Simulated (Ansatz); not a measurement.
Ansatz (a quantum-chemistry and plane-wave program) input (CCSD(T)/def2-SVPD):

Ansatz 0.2 input:
```yaml
crystal:
  periodic: [false, false, false]
  atoms:
    - {symbol: O, position_ang: [-0.18914202, 0.27779789, -0.65357083]}
    - {symbol: Sn, position_ang: [-1.49596526, -1.05874343, -0.00980476]}
    - {symbol: H, position_ang: [-2.90090272, -0.72392211, -0.97759828]}
    - {symbol: H, position_ang: [-1.79973772, -0.66398593, 1.66524667]}
    - {symbol: Sn, position_ang: [1.50461156, 0.97291431, 0.08479178]}
    - {symbol: H, position_ang: [1.44914418, 2.66041891, -0.17501488]}
    - {symbol: H, position_ang: [2.77278973, 0.22331595, -0.78534285]}
    - {symbol: H, position_ang: [1.55952768, 0.57324655, 1.75192447]}
basis:
  gaussian:
    orbitals: def2-SVPD
magnetization: {spin_polarized: true, initial_magnetization: 1}
correlation: {method: ccsd_t, electrons: outside_noble_gas}
output: {forces: true}
```

End of the output:

```
integrals: 0.50 GiB planned
1468 factors; integrals over basis functions are off by at most 2.7e-4 eV
mean field: 1.10 GiB planned
mean field evaluation 1: about -13719.8458 eV, gradient 3.1e1 eV
mean field evaluation 2: about -13719.9293 eV, gradient 3.2e1 eV
mean field evaluation 4: about -13724.3838 eV, gradient 2.7e0 eV
mean field evaluation 8: about -13724.4887 eV, gradient 2.8e-1 eV
mean field evaluation 16: about -13724.4913 eV, gradient 4.9e-6 eV
mean field evaluation 32: about -13716.8953 eV, gradient 1.8e1 eV
mean field evaluation 64: about -13719.9247 eV, gradient 1.2e-3 eV
mean field evaluation 96: about -13721.1636 eV, gradient 3.8e-2 eV
mean field -13724.49133113 eV, -504.3657536247 hartree, gradient 4.9e-6 eV, S^2 0.757359; 2 other end points of the search recorded, 0 dependent functions left out
determinant -13724.49133113 eV, -504.3657536247 hartree, with singles and doubles -13735.86841838 eV, -504.7838538696 hartree
determinant -13721.16364956 eV, -504.2434635827 hartree, with singles and doubles -13731.88400146 eV, -504.6374292483 hartree
19 core orbitals not correlated
reference -13724.49133113 eV, -504.3657536247 hartree; 10, 9 occupied and 98, 99 virtual orbitals, 1468 factors
densities: 2.39 GiB planned
second order -10.33138634 eV of doubles, -0.00000000 eV of singles
coupled cluster: 1.34 GiB planned
cycle   1  -11.32405949 eV  change   -2.9e-1 eV  update   2.5e-2
cycle   2  -11.34018304 eV  change   -1.6e-2 eV  update   7.6e-3
cycle   3  -11.34171566 eV  change   -1.5e-3 eV  update   4.1e-3
cycle   4  -11.34508242 eV  change   -3.4e-3 eV  update   1.4e-3
cycle   5  -11.34555592 eV  change   -4.7e-4 eV  update   6.9e-4
cycle   6  -11.34576964 eV  change   -2.1e-4 eV  update   3.5e-4
cycle   7  -11.34584093 eV  change   -7.1e-5 eV  update   1.8e-4
cycle   8  -11.34586312 eV  change   -2.2e-5 eV  update   7.3e-5
cycle   9  -11.34585516 eV  change    8.0e-6 eV  update   3.0e-5
cycle  10  -11.34585062 eV  change    4.5e-6 eV  update   1.3e-5
cycle  11  -11.34584886 eV  change    1.8e-6 eV  update   6.3e-6
cycle  12  -11.34584878 eV  change    7.7e-8 eV  update   2.8e-6
cycle  13  -11.34584955 eV  change   -7.7e-7 eV  update   1.3e-6
perturbative correction -0.34769376 eV, -0.0127775100 hartree
the calculation of the forces begins
Total energy: -13736.18487444 eV, -504.7954834151 hartree
Atom 0 at    -0.189142     0.277798    -0.653571 Å, force    -0.126386     0.139387    -0.431855 eV/Å
Atom 1 at    -1.495965    -1.058743    -0.009805 Å, force    -0.419579    -0.316451     0.166747 eV/Å
Atom 2 at    -2.900903    -0.723922    -0.977598 Å, force    -0.054566    -0.048188    -0.031850 eV/Å
Atom 3 at    -1.799738    -0.663986     1.665247 Å, force    -0.012021    -0.040964     0.065774 eV/Å
Atom 4 at     1.504612     0.972914     0.084792 Å, force     0.393250     0.181040     0.122418 eV/Å
Atom 5 at     1.449144     2.660419    -0.175015 Å, force     0.022139     0.200586    -0.014977 eV/Å
Atom 6 at     2.772790     0.223316    -0.785343 Å, force     0.170243    -0.075906    -0.081391 eV/Å
Atom 7 at     1.559528     0.573247     1.751924 Å, force     0.026920    -0.039503     0.205135 eV/Å
Dipole moment:     0.137302    -0.135834     0.173716 e Å
```

It need not be the lowest isomer of its formula.
